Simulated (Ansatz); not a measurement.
CH3BNO, SMILES `N[B-]C=O` (lower singlet; N–B–C–O torsion 99°) (charge -1, multiplicity 1). This singlet lies 0.64 eV below the relaxed triplet at the level frozen-core CCSD(T)/aug-cc-pVDZ // PBE0-D3(BJ)/def2-TZVPD (Ansatz, a program for electronic structure).

Method: r2SCAN/aug-cc-pVTZ // PBE0-D3(BJ)/def2-TZVPD run with Ansatz.

Ansatz 0.2 input:
```yaml
crystal:
  periodic: [false, false, false]
  atoms:
    - { symbol: N, position_ang: [-1.286411, -0.235582, -0.084279] }
    - { symbol: B, position_ang: [-0.029439, -0.616475, 0.418583] }
    - { symbol: C, position_ang: [1.248764, 0.180092, 0.292839] }
    - { symbol: O, position_ang: [1.857838, 0.950161, 1.067382] }
    - { symbol: H, position_ang: [-2.101434, -0.816542, -0.021488] }
    - { symbol: H, position_ang: [-1.486794, 0.671394, -0.496973] }
    - { symbol: H, position_ang: [1.797478, -0.133048, -0.654791] }
basis:
  gaussian: { orbitals: aug-cc-pVTZ }
hamiltonian:
  xc: r2scan
total_charge: -1
```

Output:

```
Functional definition: r2SCAN
1048 factors; their error is unknown
mean field evaluation 1: about -5292.6344 eV, gradient 4.7e1 eV
mean field evaluation 2: about -5263.5383 eV, gradient 9.9e1 eV
mean field evaluation 4: about -5297.3572 eV, gradient 1.1e1 eV
mean field evaluation 8: about -5297.6838 eV, gradient 2.5e-1 eV
mean field evaluation 16: about -5297.6607 eV, gradient 6.5e-4 eV
mean field -5297.66070391 eV, -194.6854399854 hartree, gradient 7.9e-5 eV, S^2 0.000000; 1 other end points of the search recorded, 0 dependent functions left out
reference -5297.66072596 eV, -194.6854407958 hartree; 15, 15 occupied and 238, 238 virtual orbitals, 1048 factors
Total energy: -5297.66072596 eV, -194.6854407958 hartree
```
